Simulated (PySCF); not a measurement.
**How methods differ on the ionisation energy of Te²⁶⁺**

Te²⁶⁺ [Ar] 3d8 (3F) → Te²⁷⁺ [Ar] 3d7 (4F), as a difference of total energies. Computed with PySCF 2.14 in an even-tempered Gaussian basis (17 s from 3.4 bohr⁻², ratio 2.5; 11 p from 4.4 bohr⁻², ratio 2.5; 8 d from 4.4 bohr⁻², ratio 2.5; 4 f from 20 bohr⁻², ratio 2.7; 3 g from 30 bohr⁻², ratio 2.7), with the non-relativistic Hamiltonian (point nucleus). Correlated levels: outer shells: [Ne] frozen; virtual orbitals above 40 to 60 times the deepest correlated orbital energy dropped. The calculations carry no spin-orbit coupling.

```
                method  ionisation energy (eV)
                   UHF                  1461.9
                   LDA                  1463.3
                   PBE                  1463.0
                  PBE0                  1463.3
                r2SCAN                  1464.0
                  TPSS                  1461.9
               r2SCANh                  1464.0
    MP2 (outer shells)                  1463.4
SCS-MP2 (outer shells)                  1463.3
```

A first-order spin-orbit estimate (lowest level to lowest level, LS coupling) adds -0.197 eV.

All relativistic terms are absent from these numbers, so their closeness to the reference says little about the methods.

For comparison: 1455 ± 4 eV (theoretical estimate listed by NIST; NIST Atomic Spectra Database, ionization energies).
